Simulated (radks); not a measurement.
The numbers below are computed, except where a source is named.
Problem. Numerical settings for the hafnium ion Hf2+, [Xe] 4f14 5d2. Code: a radial shooting solver on a logarithmic mesh with Libxc functionals. Model: Dirac Kohn-Sham, LDA (Slater exchange, Perdew-Wang correlation), spin-unpolarised, spherical densities, finite nucleus; open shells fill j = l - 1/2 first; Fermi nuclear charge, rms radius 5.347 fm. The defaults (mesh step 0.008 in ln r, mesh end at 40 bohr or more with all orbitals vanishing there, Anderson mixing 0.5 over 9 steps, residual threshold near 1e-9 with the energy settled to 1e-9 hartree or 1e-11 of itself, here a cap of 88 iterations) give E = -15085.7648 hartree and 5d3/2 at -17.213 eV in 16 iterations. Run on one thread of a shared host, so times are rough (Arm Neoverse V2): 0.16 s of CPU time, 0.16 s wall, 16 iterations on 2254 mesh points. One setting is changed at a time: mesh step in ln r 0.2; mesh step in ln r 0.003; mesh step in ln r 0.02; mesh end (bohr) 12; mesh end (bohr) 8; residual threshold 1e-16; residual threshold 0.01; mixing 1.5; linear mixing, mixing 0.5; linear mixing, mixing 0.8; mixing history 2; iteration cap 8. Which runs fail to converge, and which converge to a wrong energy?

Solution. Not converged within the cap: mesh step in ln r 0.2; residual threshold 1e-16; linear mixing, mixing 0.8; iteration cap 8. No run marked as converged misses the energy by more than 1 mhartree.
